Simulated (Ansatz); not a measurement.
`F[CH2][SnH2][F]` + HBr → `F[CH2][SnH2][Br]` + H–F at 600 K and 1 bar (ligand exchange at the Sn–F bond).

Program: Ansatz. Geometries: PBE0-D4/def2-TZVP. ΔE: electronic, gas phase. CCSD(T)/CBS is the MP2 limit (def2-TZVPP, def2-QZVPP) plus CCSD(T) − MP2 in def2-TZVPP, frozen cores. This one scheme is used for every species. Elements past krypton have def2 core potentials. For Br, Sn outer-core shells are correlated without core-valence functions, which leaves a few kJ/mol of doubt a bond. Scalar relativity is left out up to krypton. One conformer a species, not always the lowest.

| species | CCSD(T)/CBS energy (Eh) | H − E (kJ/mol) | S (J/(mol·K)) |
| --- | --- | --- | --- |
| `F[CH2][SnH2][F]` | -454.06536 | 170.3 | 424.2 |
| HBr | -2573.91920 | 33.5 | 219.1 |
| `F[CH2][SnH2][Br]` | -2927.60980 | 169.3 | 447.2 |
| H–F | -100.39570 | 42.3 | 194.0 |

H − E and S are ideal-gas, rigid-rotor, harmonic terms from PBE0-D4/def2-TZVP, for one conformer and one mirror image of each species. 1 Eh = 2625.50 kJ/mol, R = 8.31446 J/(mol·K).

Problem. By hand: ΔE, ΔH, ΔS and ΔG.

Solution. ΔE = (-2927.60980) + (-100.39570) − (-454.06536) − (-2573.91920) = -0.02094 Eh = -55.0 kJ/mol. Δ(H − E) = 169.3 + 42.3 − 170.3 − 33.5 = 7.8, so ΔH = -47.2 kJ/mol. ΔS = 447.2 + 194.0 − 424.2 − 219.1 = -2.1 J/(mol·K). ΔG = -47.2 − 600 × (-2.1)/1000 = -45.9 kJ/mol.

Problem. By hand: the equilibrium constant, and the temperature at which ΔG would vanish if ΔH and ΔS stayed fixed.

Solution. log₁₀ K = −ΔG/(RT ln 10) = 4.0. ΔG = 0 at ΔH/ΔS = 22476 K, far beyond where these terms or the molecules hold.

The number of gas molecules stays the same, so ΔS is small and ΔH decides. A doubt of 5 kJ/mol in ΔE shifts log₁₀ K by 0.4 here. Other conformers and mirror images would add mixing entropy, several J/(mol·K) or more a flexible species. Modes under 60 cm⁻¹, often nearly free rotors, make the harmonic entropy too high. These are equilibria of isolated gas molecules and say nothing of rates. Largest T1 diagnostic: 0.013 (customary marks: 0.02 for closed shells, 0.045 for open ones).
